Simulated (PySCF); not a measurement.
**Correlation energy of Te⁺ (tellurium, charge +1)**

[Kr] 4d10 5s1 5p3 6s1, high-spin 6S determinant (an excited configuration). All numbers are calculated (PySCF 2.14, a scalar-relativistic core potential, in aug-cc-pVTZ-PP with one added diffuse shell each of d, f type with ECP28MDF (6s5p5d3f, 67 functions)). Frozen: 4s2 4p6 4d10; 5 electrons correlated.

```csv
level,correlation energy (mhartree)
CCSD,-33.28
(T),-0.64
CCSD(T),-33.92
```

Diagnostics: T1 = 0.0087, D1 = 0.0270, largest double amplitude 0.026.

Is a single reference adequate?

Yes, within this model without spin-orbit coupling: T1 lies below 0.03 and no double amplitude reaches 0.07.
